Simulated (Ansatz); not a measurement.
Mulliken charges of BBrClH$_{3}$OSi, SMILES `[SiH3]OB(Cl)Br` from ωB97M-V/def2-TZVPP in Ansatz (PBE0-D4/def2-TZVP geometry).

```
atom   x (Å)   y (Å)   z (Å)  charge (e)
 Si1  -0.995  -0.650  -0.449       0.281
  O2  -0.137   0.232   0.680      -0.308
  B3   1.076   0.775   0.692       0.227
 Cl4   1.641   1.647   2.097      -0.090
 Br5   2.246   0.620  -0.838      -0.086
  H6  -1.171   0.161  -1.675      -0.006
  H7  -0.267  -1.905  -0.747      -0.006
  H8  -2.301  -0.937   0.184      -0.012
```

Problem. By hand: the dipole of these point charges (1 e Å = 4.8032 D).

Solution. Σ q r = (-0.298, -0.258, -0.283) e Å, of length 0.485 e Å = 2.33 D.

Problem. How does the dipole of the full density compare? (Estimate.)

Solution. The calculation gave: (-0.266, -0.183, -0.146) e Å, 1.70 D; the point charges give 1.37 times that, at 13° from its direction.

Point charges leave out the atoms' own dipoles, such as those of lone pairs, and Mulliken's split depends on the basis, so the two needn't agree.
